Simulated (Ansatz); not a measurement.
Input (FCI/cc-pV(Q+d)Z; Ansatz, a program for electronic structure): A basis named .json is the Basis Set Exchange file of that set.

Ansatz 0.2 input:
```yaml
crystal:
  periodic: [false, false, false]
  atoms:
    - {symbol: P, position_ang: [0.00000000, 0.00000000, 0.00000000]}
basis:
  gaussian:
    orbitals: cc-pV_Q+d_Z.json
magnetization: {spin_polarized: true, initial_magnetization: 3}
correlation: {method: fci, electrons: outside_noble_gas}
scf: {lower_state_search: full}
```

Output:

```
Functional definition: HF
integrals: 0.07 GiB planned
618 factors; integrals over basis functions are off by at most 2.6e-8 eV
mean field: 0.12 GiB planned
mean field evaluation 1: about -9271.3358 eV, gradient 3.4e0 eV
mean field evaluation 2: about -9271.3383 eV, gradient 3.4e0 eV
mean field evaluation 4: about -9271.4283 eV, gradient 1.7e-1 eV
mean field evaluation 8: about -9271.4287 eV, gradient 1.5e-4 eV
mean field evaluation 16: about -9271.4250 eV, gradient 1.4e-1 eV
mean field evaluation 32: about -9271.4287 eV, gradient 1.7e-6 eV
mean field -9271.42872462 eV, -340.7187212296 hartree, gradient 7.0e-7 eV, S^2 3.750615; 2 other end points of the search recorded, 0 dependent functions left out
5 core orbitals not correlated
reference -9271.41798010 eV, -340.7183263759 hartree; 4, 1 occupied and 55, 58 virtual orbitals, 618 factors
configuration interaction: 7.64 GiB planned
state -9274.43359784 eV, -340.8291482839 hartree
Total energy: -9274.43359784 eV, -340.8291482839 hartree
```
